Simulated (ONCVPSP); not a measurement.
# erbium: one change to an ONCV potential, before and after

ONCVPSP 4.0.1 input, shortened (lines: element, Z, core and valence counts, functional; n l f; lmax; l rc ep ncon nbas qcut; lloc lpopt rc5 dvloc0; l nproj debl; icmod fcfact rcfact), LDA (Perdew-Zunger), scalar-relativistic:

```
  Er 68.00   10    4        3      upf
    1    0    2.00
    2    0    2.00
    2    1    6.00
    3    0    2.00
    3    1    6.00
    3    2   10.00
    4    0    2.00
    4    1    6.00
    4    2   10.00
    4    3   11.00
    5    0    2.00
    5    1    6.00
    5    2    2.00
    6    0    1.00
    2
    0    2.30    0.00    3    7    4.50
    1    1.75    0.00    4    7    9.80
    2    2.65    0.00    4    8    6.10
    4    5    1.40   -1.00
    0    3    1.00
    1    2    3.50
    2    3    0.70
    2    0.50    0.60
```

All-electron outer shells of the reference configuration (LDA (Perdew-Zunger), scalar-relativistic, ld1.x):

```json
{"shell": "5s", "level (eV)": "-54.91", "outermost node (bohr)": "0.60", "outermost maximum (bohr)": "1.10"}
{"shell": "5p", "level (eV)": "-28.72", "outermost node (bohr)": "0.65", "outermost maximum (bohr)": "1.26"}
{"shell": "4f", "level (eV)": "-8.48", "outermost node (bohr)": "–", "outermost maximum (bohr)": "0.51"}
{"shell": "6s", "level (eV)": "-4.24", "outermost node (bohr)": "1.49", "outermost maximum (bohr)": "3.22"}
{"shell": "5d", "level (eV)": "-1.65", "outermost node (bohr)": "0.73", "outermost maximum (bohr)": "1.95"}
```

Change: d: rc 2.28.

Cutoffs: the cutoffs (Ha) at which the residual kinetic energy of the hardest occupied pseudo-wave falls to 1 and 0.1 mHa per electron; they do not see the model core or the augmentation charge, which bear on the density cutoff. Errors are all-electron minus pseudo energies relative to the spin-unpolarised reference configuration.

Question: How do hardness, ghosts and transferability respond?

Answer: The potential gets neither clearly harder nor softer (27 Ha and 33 Ha → 27 Ha and 33 Ha); the errors of the 4 common tests hardly move; neither file shows a bound ghost.

| quantity | base | changed |
| --- | --- | --- |
| cutoff, loose | 27 Ha | 27 Ha |
| cutoff, tight | 33 Ha | 33 Ha |
| loose cutoff by channel | s 4.8 Ha, p 27 Ha, d 9.6 Ha | s 4.8 Ha, p 27 Ha, d 10.0 Ha |
| bound ghosts | none | none |
| GHOST(+) flags under 300 eV | s at 118.7 eV | s at 118.7 eV |
| error for 5s2 5p6 5d1 6s2, meV [ΔE -2.46 eV] | -3.6 | -3.8 |
| error for 5s2 5p6 5d1 6s1, meV [ΔE 4.80 eV] | -7.3 | -7.5 |
| error for 5s2 5p6 5d1 6s0, meV [ΔE 17.85 eV] | -9.0 | -9.1 |
| error for 5s2 5p6 5d1 6s1.5, meV [ΔE 0.48 eV] | -5.1 | -5.3 |
| s: phases at 2.34 bohr within 0.05 rad from the reference energy up to (Ha; the scan ends near 5) | 4.0 | 4.0 |
| p: phases at 1.78 bohr within 0.05 rad from the reference energy up to (Ha; the scan ends near 5) | to the end of the scan | to the end of the scan |
| rms error of d²Exc/dni dnj with the model core, mHa | 1.03 | 1.03 |
